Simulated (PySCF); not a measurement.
A calculated (M06-2X, PySCF 2.14, jorge-DZP-DKH, scalar relativity by spin-free X2C-1e) atom or ion has these occupied shells.

```tsv
shell	electrons	orbital energy (eV)	rms radius, mean of both spins (bohr)
1s α	1	-711.87	0.204
1s β	1	-710.42	0.204
2s α	1	-56.538	1.07
2s β	1	-50.322	1.07
2p α	3	-35.461	1.10
2p β	1	-31.442	1.10
```

(1) Name the element and its charge.

## Answers

(1) F⁺ (fluorine, charge +1), in [He] 2s2 2p4, high-spin 3P determinant.
